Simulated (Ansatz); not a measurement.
The same path of CH4ClGa + H2 (9 atoms, charge 0, multiplicity 1) was run twice with different band settings. Lost on the way: Ga1–C2, H8–H9. Made: Ga1–H8, C2–H9.

Method: RKS CAM-B3LYP/def2-SVP in Ansatz.

Relaxed end points:

```xyz
9
Properties=species:S:1:pos:R:3
Ga 0.091 0.073 0.374
C -0.002 0.385 2.297
H -0.963 0.038 2.703
H 0.821 -0.112 2.830
H 0.075 1.467 2.491
H 1.329 -0.154 -0.542
Cl -1.789 0.186 -0.703
H -0.602 -2.455 0.414
H 0.030 -2.587 0.825
```

```xyz
9
Properties=species:S:1:pos:R:3
Ga -0.189 -0.685 -0.551
C 0.100 -0.155 2.595
H -0.827 0.241 2.156
H 0.044 -0.058 3.688
H 0.966 0.415 2.229
H 1.026 0.255 -0.780
Cl -2.122 0.271 -0.658
H -0.223 -2.222 -0.334
H 0.215 -1.220 2.345
```

Common settings: movable images 5; climbing image yes; optimiser quadratic models (default); start path through a guess of the saddle point; force threshold 0.03 eV/Å; iteration limit 60; end points relaxed.

| run | spring |
| --- | --- |
| 1 | 5.0 eV/Å² |
| 2 | 20.0 eV/Å² |

**Question.** What does each run give, and how far can it be trusted?

**Answer.** Run 1: converged after 13 iterations, highest image 1.641 eV above the first end. Neighbouring images differ by up to 1.9 eV, so the band resolves the path poorly. A vibrational analysis at the climbing image gives 2 clearly imaginary modes (1582i, 80i cm⁻¹): a point of higher order. A lower path may pass nearby, or the ends, which weren't checked, may share the extra mode.
Run 2: converged after 12 iterations, highest image 1.642 eV above the first end. Neighbouring images differ by up to 1.9 eV, so the band resolves the path poorly. Another band between the same ends (5 images) ends at a top of the same energy, where a vibrational analysis finds 2 clearly imaginary modes.
The orbitals stay closed-shell, which can raise the energy where a bond breaks towards radicals; this wasn't checked here.
